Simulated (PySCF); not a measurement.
## SMILES C(C/C(C)=C\Br)#N, C5H6BrN

Geometry:
| atom | x (Å) | y (Å) | z (Å) |
| --- | --- | --- | --- |
| C1 | -1.213 | -0.895 | 0.047 |
| C2 | -0.299 | 0.291 | 0.024 |
| C3 | -0.646 | 1.429 | 0.609 |
| Br4 | 0.418 | 3.000 | 0.645 |
| C5 | 1.011 | 0.087 | -0.691 |
| C6 | 1.799 | -0.912 | -0.008 |
| N7 | 2.405 | -1.705 | 0.547 |
| H8 | -1.531 | -1.142 | -0.966 |
| H9 | -0.686 | -1.759 | 0.451 |
| H10 | -2.095 | -0.703 | 0.652 |
| H11 | -1.588 | 1.559 | 1.116 |
| H12 | 1.589 | 1.013 | -0.732 |
| H13 | 0.831 | -0.262 | -1.713 |

Method: PySCF, GIAO CAM-B3LYP/pcSseg-1 magnetisability, rotational g tensor and spin-rotation constants, non-relativistic, gas phase. Geometry: GFN2-xTB.

The calculation is non-relativistic, which matters for the atoms heavier than Zn.

Q: Give the nuclear spin-rotation constants along the inertial axes (H = +C I·J) beside the isotropic shieldings.

A: Rotational constants 3.1289, 0.8907, 0.7373 GHz. A star marks the isotopologue with that one atom substituted, in its own axes.
| atom | isotope | Caa (kHz) | Cbb (kHz) | Ccc (kHz) | mean (kHz) | σ (ppm) |
| --- | --- | --- | --- | --- | --- | --- |
| Br4 | 79Br | 4.426 | 1.181 | 1.353 | 2.320 | 2124.4 |
| N7 | 14N | 0.406 | 0.164 | 0.121 | 0.230 | -35.9 |
| H8 | 1H | -0.317 | -0.076 | -0.009 | -0.134 | 30.0 |
| H9 | 1H | -0.045 | -0.078 | -0.061 | -0.061 | 29.2 |
| H10 | 1H | -0.290 | -0.025 | -0.055 | -0.123 | 29.8 |
| H11 | 1H | -0.262 | 0.015 | -0.045 | -0.097 | 25.6 |
| H12 | 1H | -0.104 | -0.032 | -0.073 | -0.070 | 27.8 |
| H13 | 1H | -0.292 | -0.090 | -0.001 | -0.128 | 29.2 |
| C1 | 13C* | 0.474 | 0.129 | 0.116 | 0.240 | 161.4 |
| C2 | 13C* | 1.053 | 0.413 | 0.165 | 0.544 | 37.5 |
| C3 | 13C* | 0.902 | 0.365 | 0.177 | 0.481 | 56.0 |
| C5 | 13C* | 0.506 | 0.125 | 0.107 | 0.246 | 162.9 |
| C6 | 13C* | 0.717 | 0.329 | 0.228 | 0.425 | 62.2 |

For the geometry as given, no vibrational averaging.

Q: How do the rotational constants and the g tensor change when H8, H9, H10, H11, H12, H13 are replaced by deuterium?

A: Constants 2.6786, 0.8508, 0.6962 GHz; g -0.0176, -0.0106, -0.0070, against -0.0193, -0.0111, -0.0076 before.
